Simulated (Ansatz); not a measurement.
`BrC[SiH2]Br` + `[OH][GaH][Br]` → `O[SiH2]CBr` + `[Br][GaH][Br]`  (redistribution)

Computed with Ansatz on PBE0-D4/def2-TZVP structures; ΔE is electronic, products minus reactants. CCSD(T)/CBS is the MP2 limit (def2-TZVPP, def2-QZVPP) plus CCSD(T) − MP2 in def2-TZVPP, frozen cores. DFT in def2-TZVPP. B3LYP here is the variant with VWN-RPA as its local correlation; programs differ in this. For Br, Ga outer-core shells are correlated without core-valence functions, which leaves a few kJ/mol of doubt a bond. Scalar relativity is left out up to krypton. One conformer a species, not always the lowest.

```csv
level,ΔE (kcal/mol)
B3LYP-D4,-14.2
r2SCAN,-13.4
B3LYP,-14.5
MP2/def2-TZVPP,-13.0
SCS-MP2/def2-TZVPP,-13.4
CCSD(T)/def2-TZVPP,-13.6
HF/CBS(def2),-17.8
CCSD/CBS(def2),-13.8
```

(1) What does CCSD(T)/CBS give? (An estimate is asked.)

Largest T1 diagnostic among the species: 0.012.

Answers

(1) Ansatz gave: -13.2 kcal/mol. The listed levels differ from it by -1.0, -0.2, -1.3, 0.2, -0.2, -0.4, -4.6, -0.6 kcal/mol.

From PBE to PBE0 (25 % exact exchange), in def2-TZVPP and without D4, ΔE moves by −1.6 kcal/mol. In def2-TZVPP, CCSD(T) changes the Hartree–Fock value by +4.4 kcal/mol (the triples alone add +0.7 kcal/mol) and MP2 by +5.1 kcal/mol.
